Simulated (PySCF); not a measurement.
Run record: geometry optimisation, `OCC[SiH2]C`.

Computed with PBE0-D3(BJ)/def2-SVP geometry optimisation, gas phase (PySCF 2.14.0). Start geometry: GFN2-xTB. The command runs a driver script over a list of jobs; the input below is this job's line of settings and its coordinates in Å.

Command:
```bash
OMP_NUM_THREADS=1 python probes_run.py task.json out
```

Input:
```
{"job": {"xc": "PBE0", "basis": "def2-SVP", "d3": "d3bj", "grid": 1, "shake": 0.01, "kind": "geom"}, "charge": 0, "multiplicity": 1}
C      2.450720    -0.244420    -0.122470
Si     0.746610     0.606530    -0.452430
C     -0.633210    -0.693870    -0.166000
C     -1.943540    -0.132010    -0.545050
O     -2.216030     1.124090     0.022280
H      2.499280    -0.592350     0.886710
H      2.613760    -1.054840    -0.799780
H      3.254930     0.494900    -0.274350
H      0.594570     1.745600     0.493610
H      0.676170     1.073410    -1.829630
H     -0.437160    -1.598820    -0.728380
H     -0.626610    -0.990700     0.900410
H     -2.809550    -0.823960    -0.275030
H     -2.041740     0.033300    -1.612890
H     -2.143530     1.035770     0.990110
```

Output:
```
step   0  E = -484.47087938  max force = 0.049397
step   1  E = -484.47652175  max force = 0.008929
step   2  E = -484.47718592  max force = 0.001764
step   3  E = -484.47744683  max force = 0.001694
step   4  E = -484.47764087  max force = 0.002749
step   5  E = -484.47774420  max force = 0.001875
step   6  E = -484.47778882  max force = 0.000547
step   7  E = -484.47780485  max force = 0.000366
step   8  E = -484.47781796  max force = 0.000634
step   9  E = -484.47782699  max force = 0.000444
optimisation converged
```

Energies in Eh; «max force» is the largest Cartesian gradient component in Eh/bohr.

Problem. How much energy does the optimisation release, in kJ/mol?

Solution. E(step 0) − E(last step) = 0.006948 Eh, which is 18.2 kJ/mol.

Problem. Give the first gradient maximum in eV/Å.

Solution. With 1 Eh/bohr = 51.422 eV/Å, 2.540 eV/Å.

Main results: final energy -484.47783 Eh after 9 steps; dipole 2.15 D.

Problem. Where do the atoms end?

Solution. 0.127 Å rms from the input after alignment:
```
atom  x, y, z in Å
C1     2.4426   -0.2194   -0.3359
Si2    0.7504    0.6012   -0.4178
C3    -0.6067   -0.6681   -0.0432
C4    -2.0007   -0.1814   -0.4207
O5    -2.2519    1.1343    0.0048
H6     2.6210   -0.6522    0.6612
H7     2.5269   -1.0294   -1.0773
H8     3.2442    0.5081   -0.5356
H9     0.7094    1.7189    0.5766
H10    0.5274    1.1724   -1.7834
H11   -0.3772   -1.6091   -0.5729
H12   -0.5595   -0.9133    1.0345
H13   -2.7731   -0.8820   -0.0440
H14   -2.1003   -0.1646   -1.5178
H15   -2.1623    1.1618    0.9635
```

Problem. How long does this job take on one thread, Arm Neoverse V1 (aarch64), on a shared host? And the peak memory of the process?

Solution. About 59 s, with 0.49 GiB resident at the peak, the Python interpreter and its libraries included.
Labels such as C1 count atoms from 1, the log's own numbers from 0.
